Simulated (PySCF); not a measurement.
Broadened absorption spectrum of trans-Si(PH3)2F4

Compound: trans-Si(PH3)2F4.
Cartesian coordinates in Å at the PBE0-D3(BJ)/def2-SVP level; atoms count from 1:
```
atom  x, y, z in Å
Si1    0.0120   -0.0202    0.0019
P2     0.0096   -0.0245    2.4127
H3     0.3844    1.1685    3.0746
H4     0.8706   -0.9507    3.0453
H5    -1.2068   -0.3100    3.0768
P6    -0.0030    0.0174   -2.4094
H7     1.1884    0.3610   -3.0908
H8    -0.9025    0.9427   -2.9878
H9    -0.3655   -1.1598   -3.1062
F10    1.6743   -0.0205    0.0336
F11   -1.6515   -0.0179   -0.0348
F12    0.0125    1.6440   -0.0197
F13    0.0081   -1.6820    0.0260
```

Theory: TDDFT CAM-B3LYP/def2-SVPD, vertical, gas phase, core orbitals frozen in the response (PySCF).

Broadening: Gaussians 0.5 eV wide at half height, area fixed by f = 4.319×10⁻⁹ ∫ε dν̃. The width is an assumption, not a result. The curve ends short of the highest state used, and states not computed would add to its high-energy end.

E (eV), ε (L mol⁻¹ cm⁻¹) and a bar:
```
     7.06          5 
     7.11         13 
     7.17         37 
     7.23         98 
     7.28        209 
     7.34        486 
     7.40       1040 #
     7.45       1849 ##
     7.51       3432 ###
     7.57       5892 ######
     7.62       8710 #########
     7.68      12966 #############
     7.74      17865 ##################
     7.79      22001 ######################
     7.85      26329 ##########################
     7.91      29190 #############################
     7.96      30016 ##############################
     8.02      28961 #############################
     8.07      26543 ###########################
     8.13      22325 ######################
     8.19      17442 #################
     8.24      13438 #############
     8.30       9241 #########
     8.36       6041 ######
     8.41       4235 ####
     8.47       3101 ###
     8.53       3049 ###
     8.58       3809 ####
     8.64       5655 ######
     8.70       8435 ########
```

**Question.** Where are the band maxima, and which computed states make them?

**Answer.** 156 nm (7.96 eV), ε about 30000, made up of S3 (80%) and S4 (11%) (ε in L mol⁻¹ cm⁻¹; maxima over ε = 5, shares over 10%). At its high-energy end, 8.70 eV, the curve is still rising (ε about 8400, from S7). The states used: S1 7.81 eV (f 0.0010); S2 7.88 eV (f 0.0001); S3 7.94 eV (f 0.447); S4 8.04 eV (f 0.065); S5 8.08 eV (f 0.060); S6 8.33 eV (f 0.0000); S7 9.00 eV (f 0.408); S8 9.11 eV (f 0.0000); S9 9.15 eV (f 0.0001); S10 9.30 eV (f 0.0060).

**Question.** Coming from long wavelengths, where does ε first pass 100 L mol⁻¹ cm⁻¹?

**Answer.** At about 171 nm (7.23 eV), 0.58 eV below S1.

**Question.** What would ε be at 7.96 eV, the highest of these maxima, with half the width (0.25 eV)?

**Answer.** About 56000 L mol⁻¹ cm⁻¹ against 30000, a factor of about 1.9; a lone state at its own centre would give exactly 2.
